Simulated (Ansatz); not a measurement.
A nudged elastic band was laid between two geometries of C2H7NOSi (12 atoms, charge 0, multiplicity 1).

Level of theory: RKS PBE/6-31G* (Ansatz).

```
movable images  : 7
climbing image  : yes
spring          : 5.0 eV/Å²
optimiser       : quadratic models (default)
start path      : IDPP
force threshold : 0.03 eV/Å
iteration limit : 60
end points      : relaxed
```

Initial state:

```xyz
12
Properties=species:S:1:pos:R:3
N -1.011 1.218 0.320
C -0.277 0.050 -0.032
Si 1.608 0.276 -0.141
C -0.838 -1.282 0.273
O -0.814 -0.847 -1.095
H -0.882 1.956 -0.380
H -2.018 1.024 0.380
H 2.224 -1.028 -0.545
H 2.190 0.722 1.168
H 1.914 1.319 -1.177
H -1.837 -1.336 0.737
H -0.182 -2.130 0.527
```

Final state:

```xyz
12
Properties=species:S:1:pos:R:3
N -0.839 0.688 1.201
C -0.271 0.069 0.051
Si 1.615 0.245 -0.117
C -0.956 -1.083 -0.569
O -0.982 0.179 -1.253
H -0.679 1.701 1.187
H -1.854 0.537 1.246
H 2.336 -0.370 1.045
H 1.963 1.705 -0.176
H 2.047 -0.424 -1.385
H -1.918 -1.413 -0.142
H -0.385 -1.890 -1.055
```

What changes between the two ends?

No bond is made or broken. The dihedral O5–C2–Si3–H8 goes from -38 to -158°. The two ends are copies of one structure, up to a mirror image or an exchange of like atoms.

What energy profile does the band end with?

It converged. The highest image is number 4 of 0 to 8, 8.0 kJ/mol above the ends, which have the same energy within 2 meV. A vibrational analysis at the climbing image gives one clearly imaginary mode, 141i cm⁻¹: a first-order saddle point.

```tsv
image	path coordinate (Å)	energy (kJ/mol)	dihedral O5–C2–Si3–H8 (°)
0	0.00	0.0	-38
1	0.56	1.0	-52
2	1.12	3.6	-67
3	1.68	6.6	-83
4	2.24	8.0	-98
5	2.79	6.7	-113
6	3.33	3.7	-128
7	3.88	1.0	-143
8	4.42	0.0	-158
```

What is the geometry of the highest image?


```xyz
12
Properties=species:S:1:pos:R:3
N -0.915 0.915 0.963
C -0.281 0.067 0.009
Si 1.614 0.281 -0.139
C -0.912 -1.230 -0.309
O -0.954 -0.185 -1.295
H -0.739 1.906 0.763
H -1.932 0.774 0.965
H 2.301 -1.009 0.201
H 2.090 1.348 0.803
H 1.984 0.667 -1.538
H -1.876 -1.476 0.168
H -0.303 -2.114 -0.557
```

What are the harmonic wavenumbers there?

141i, 220, 240, 323, 354, 420, 552, 613, 620, 699, 797, 870, 888, 903, 913, 959, 1097, 1105, 1135, 1266, 1364, 1510, 1650, 2181, 2194, 2205, 2994, 3070, 3385, 3479 cm⁻¹.

The band took 5 iterations and of the order of 5 core-minutes.

The run took 2.3 min on 2 threads of Arm Neoverse N1, with other jobs on the host, peak memory 0.19 GiB.
